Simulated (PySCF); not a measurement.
SMILES F[C](Cl)Cl, doublet (PBE0/def2-SVP optimised geometry):

```
4

F      1.000    -0.212     0.000
C     -0.314    -0.212     0.000
Cl    -1.000    -1.365    -1.076
Cl    -1.000     1.365     0.000
```

Computed with unrestricted PBE0/def2-TZVP (PySCF).

Task: What are the frontier orbital energies (α orbitals alone; a β orbital can be the lowest empty one) and the dipole moment?

Result: HOMO-2 -10.03 eV, HOMO-1 -9.52 eV, HOMO -6.92 eV, LUMO -0.29 eV, LUMO+1 1.49 eV; dipole moment 0.34 D.

On the same geometry unrestricted PBE/def2-TZVP (PySCF) gives HOMO-2 -8.49 eV, HOMO-1 -8.04 eV, HOMO -5.33 eV, LUMO -1.40 eV, LUMO+1 0.30 eV; dipole moment 0.31 D.

Meta-Löwdin charges at PBE0/def2-TZVP: F1 -0.21, C2 0.18, Cl3 0.02, Cl4 0.02.
